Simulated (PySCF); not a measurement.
## Radial density of He⁺ (helium, charge +1)

UHF, 1s1, 2S determinant. All numbers are calculated (PySCF 2.14, no relativity, point nucleus, in 6-31G*).

```tsv
r (bohr)	4πr²ρ (e/bohr)	4πr²(ρα − ρβ)
0.0154	0.006460	0.0065
0.0258	0.01810	0.0181
0.0434	0.04984	0.0498
0.0731	0.1310	0.1310
0.123	0.3089	0.3089
0.207	0.6040	0.6040
0.348	0.9687	0.9687
0.585	1.037	1.0372
0.984	0.6085	0.6085
1.65	0.1111	0.1111
2.78	0.007803	0.0078
```
